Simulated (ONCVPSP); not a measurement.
## Building the ONCV potential for iodine (I) (PBE, scalar-relativistic).

| Item | Value |
| --- | --- |
| Element | iodine |
| Generator | ONCVPSP 4.0.1 |
| Type | optimised norm-conserving Vanderbilt (ONCV) |
| Functional | PBE |
| Relativity | scalar-relativistic |
| Frozen core | [Ar] 3d10 |
| Valence charge | 25 |
| Reference configuration | 4s2 4p6 4d10 5s2 5p3 (charge +2) |
| Partial waves | 4s+5s: rc 1.40 bohr, ncon 4, nbas 7, qcut 10.9 1/bohr, 2 projectors; 4p+5p: rc 1.40 bohr, ncon 4, nbas 8, qcut 10 1/bohr, 2 projectors; 4d: rc 0.90 bohr, ncon 3, nbas 8, qcut 11.3 1/bohr, 2 projectors, debl 1.2 Ha |
| Local potential | polynomial inside 0.60 bohr (lpopt 4, dvloc0 2 Ha) |
| Core correction | Teter function, fcfact 3.25, rcfact 1.7 |

In the d channel the program set the typed energies aside and used -2.594, 0.250 Ha.

* Cutoffs needed: 55 Ha and 65 Ha (the cutoffs (Ha) at which the residual kinetic energy of the hardest occupied pseudo-wave falls to 1 and 0.1 mHa per electron)
* Ghost test: no bound ghost flagged; GHOST(+) flagged for s at 87.0 eV
* Largest excitation error: -7.8 meV (all-electron minus pseudo) for 4s2 4p6 4d10 5s2 5p2, out of 4 test configurations
* rms error of d²Exc/dni dnj: 2.91 mHa without and 2.82 mHa with the model core
